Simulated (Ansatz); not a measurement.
`C[Si](N)(O)Cl` + H–F → `C[Si](N)(F)Cl` + H₂O at 700 K and 1 bar (ligand exchange at the Si–O bond).

Isolated molecules relaxed with PBE0-D4/def2-TZVP in Ansatz; ΔE leaves out vibrations. CCSD(T)/CBS is the MP2 limit (def2-TZVPP, def2-QZVPP) plus CCSD(T) − MP2 in def2-TZVPP, frozen cores. This one scheme is used for every species. One conformer a species, not always the lowest.

| species | CCSD(T)/CBS energy (Eh) | H − E (kJ/mol) | S (J/(mol·K)) |
| --- | --- | --- | --- |
| `C[Si](N)(O)Cl` | -920.56583 | 295.2 | 488.4 |
| H–F | -100.39570 | 45.2 | 198.5 |
| `C[Si](N)(F)Cl` | -944.59780 | 258.5 | 471.9 |
| H₂O | -76.37941 | 80.5 | 218.4 |

H − E and S are ideal-gas, rigid-rotor, harmonic terms from PBE0-D4/def2-TZVP, for one conformer and one mirror image of each species. 1 Eh = 2625.50 kJ/mol, R = 8.31446 J/(mol·K).

By hand: ΔE, ΔH, ΔS and ΔG.

ΔE = (-944.59780) + (-76.37941) − (-920.56583) − (-100.39570) = -0.01568 Eh = -41.2 kJ/mol. Δ(H − E) = 258.5 + 80.5 − 295.2 − 45.2 = -1.4, so ΔH = -42.6 kJ/mol. ΔS = 471.9 + 218.4 − 488.4 − 198.5 = 3.4 J/(mol·K). ΔG = -42.6 − 700 × (3.4)/1000 = -45.0 kJ/mol.

By hand: the equilibrium constant, and the temperature at which ΔG would vanish if ΔH and ΔS stayed fixed.

log₁₀ K = −ΔG/(RT ln 10) = 3.4. ΔH and −TΔS have one sign here, so there is no such temperature.

The number of gas molecules stays the same, so ΔS is small and ΔH decides. A doubt of 5 kJ/mol in ΔE shifts log₁₀ K by 0.4 here. Other conformers and mirror images would add mixing entropy, several J/(mol·K) or more a flexible species. These are equilibria of isolated gas molecules and say nothing of rates. Largest T1 diagnostic: 0.010 (customary marks: 0.02 for closed shells, 0.045 for open ones).

ΔS is within the doubt of such terms, so its sign, and with it that verdict, could turn.
